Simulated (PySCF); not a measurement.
# Electronic absorption of C3H3F3S2

Compound: C3H3F3S2.
SMILES: `CC(=S)SC(F)(F)F`

Computed with TDDFT PBE0/def2-SVPD, vertical, gas phase, core orbitals frozen in the response in PySCF 2.14.0, density-fitted response routines. The structure is a single GFN2-xTB conformer in the gas phase; no vibrational or solvent corrections. Torsions of this conformer, `[CH3:1][C:2](=[S:3])[S:4][C:5]([F:6])([F:7])[F:8]`: C1–C2–S4–C5 -178°, C2–S4–C5–F6 -61°.

Q: Predict the UV-vis stick spectrum at this level.

A: 

```
state  E (eV)  ν̃ (cm⁻¹)       f  |μ| (D)  main configurations (H = HOMO, L = LUMO)
   S1    2.67      21550  0.0000     0.03                                H→L (100%)
   S2    4.62      37280   0.082     2.16                  H-1→L (76%), H→L+1 (20%)
   S3    5.37      43330   0.118     2.40                  H→L+1 (78%), H-1→L (17%)
   S4    5.72      46110  0.0004     0.13                             H-1→L+1 (97%)
   S5    6.23      50210   0.085     1.90                               H→L+2 (93%)
   S6    6.35      51240  0.0011     0.22                               H-3→L (95%)
```

Triplets, Tamm–Dancoff:

| state | E (eV) | λ (nm) | main configurations (H = HOMO, L = LUMO) |
| --- | --- | --- | --- |
| T1 | 2.23 | 556.8 | H→L (99%) |
| T2 | 2.96 | 418.9 | H-1→L (92%) |

The lowest singlet lies at 2.67 eV (464 nm, visible) and is dark (f under 0.0005); its leading configuration is HOMO→LUMO (100%). The strongest level in the table is S3 at 5.37 eV (231 nm, f = 0.118). S1 has the pattern of n→π* at C=S. The oscillator strengths of these states sum to 0.287; summed over the whole spectrum of an exact calculation they would give the number of electrons, 80 (Thomas–Reiche–Kuhn). Orbital energies (eV): HOMO-3 -10.37, HOMO-2 -9.81, HOMO-1 -7.86, HOMO -6.90, LUMO -2.49, LUMO+1 -0.56, LUMO+2 0.34. The listed states span 3.68 eV, and the widest gap between neighbours is 1.95 eV (S1 to S2). S1 lies in the visible range (380 to 750 nm), at 464 nm, dark in the vertical dipole picture (f under 0.0005); light of that wavelength is blue, and its complementary colour is yellow; a Tamm–Dancoff triplet lies at 557 nm, without intensity as long as spin–orbit coupling is left out. Singlets were solved by full linear response, triplets in the Tamm–Dancoff approximation.

Hardware: one thread, Arm Neoverse N1 (aarch64), shared host with 64 logical CPUs at a one-minute load of 56. Cost: 50 s of wall time, 0.87 GiB resident at most.
